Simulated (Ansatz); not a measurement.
Molecule: CH5OSi (charge 0, doublet). It need not be the lowest isomer of its formula. 
Geometry from a B3LYP-D3(BJ)/def2-TZVP (Ansatz, a program for electronic structure) optimisation:
```
O
C 1 1.3569
H 2 1.0793 1 115.29
H 2 1.0837 3 121.83 1 157.45
Si 1 1.6618 2 124.91 3 -176.50
H 5 1.4741 1 105.80 2 -170.69
H 5 1.4806 6 110.79 1 119.71
H 5 1.4825 6 111.05 7 121.28
```
Charge 0, spin multiplicity 2.

Basis-set convergence of Hartree-Fock and MP2 correlation energies (hartree) with Ansatz. Valence correlation only, unless marked. Open shells are spin-unrestricted. Spin-orbit coupling is left out. Non-relativistic.

```
basis            functions       E(HF)  E(corr, MP2)
---------------  ---------  ----------  ------------
aug-cc-pV(D+d)Z        123  -404.56983      -0.42738
aug-cc-pV(T+d)Z        262  -404.61766      -0.51918
aug-cc-pV(Q+d)Z        479  -404.62894      -0.55203
```

Extrapolating the two largest sets (X = 3 and 4) as X^-3: E(corr) = (64·(-0.55203) - 27·(-0.51918))/37 = -0.5760 Eh, an estimate of the basis-set limit. The largest set recovers 95.8 % of it, the smallest 74.2 %.
